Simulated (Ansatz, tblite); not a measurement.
Cost and result up the ladder for the cluster Sn4⁺ (the lowest doublet isomer of a short search) (4 atoms). The state is a doublet with charge 1. Geometry: B3LYP-D4/def2-SVP.

```xyz
4

Sn    0.959    1.014    0.418
Sn   -1.751    1.022    1.539
Sn    1.751   -1.022   -1.539
Sn   -0.959   -1.015   -0.417
```

Ansatz on 4 threads of Arm Neoverse V2 on a shared host; xTB runs through tblite on one thread. Times are rough, summed over both states, and most runs start from the orbitals of an earlier one. PBE-QIDH/def2-TZVP serves as the yardstick here, not as an exact answer. Differences are given only for rows in sets of like size (and for xTB, whose basis is part of the method), since another set adds its own error. The other state is a quartet at its own geometry, which has other bonds, so the gap mixes isomer and spin.

In the def2 sets Sn takes a core potential; there is no spin–orbit coupling. The xTB rows come from tblite. Correlated methods freeze 16 core orbitals; core or outer-core shells of Sn are correlated, in sets that lack core-valence functions. The rows differ in basis, and correlated rows in double-zeta sets carry the largest basis error. In CCSD on the charge 1 quartet the largest single amplitude is 0.20, so its Hartree–Fock determinant may place the open shell otherwise than the density functionals do. The structure comes from a short search, and lower isomers may exist.

Run but left out: HF/STO-3G, HF/def2-TZVP, MP2/def2-SVP, MP2/def2-TZVP (doublet: ⟨S²⟩ 1.00 to 1.71, where a pure state has 0.75); HF/def2-SVP (quartet: ⟨S²⟩ 4.14, where a pure state has 3.75).

Correlated methods converge slowly with the basis, most of all in double-zeta sets.

xTB has no spin-polarisation term.

```csv
level,functions,wall time,quartet − doublet (eV),difference from PBE-QIDH/def2-TZVP (eV),remarks
GFN1-xTB,36,0.006 s,1.80,0.81,–
GFN2-xTB,36,0.009 s,1.31,0.31,–
PBE-D4/def2-TZVP,200,11 s,0.88,-0.12,–
PBE0-D4/def2-TZVP,200,24 s,0.85,-0.15,–
r2SCAN-D4/def2-TZVP (with forces),200,27 s,0.82,-0.17,–
PBE-QIDH/def2-TZVP,200,52 s,1.00,0.00,–
CCSD(T)/def2-SVP,104,1.8 min,0.92,–,"spin-contaminated (⟨S²⟩ 1.00) (doublet), spin-contaminated (⟨S²⟩ 4.14) (quartet)"
ωB97M-V/def2-TZVP,200,2.8 min,0.89,-0.10,–
```
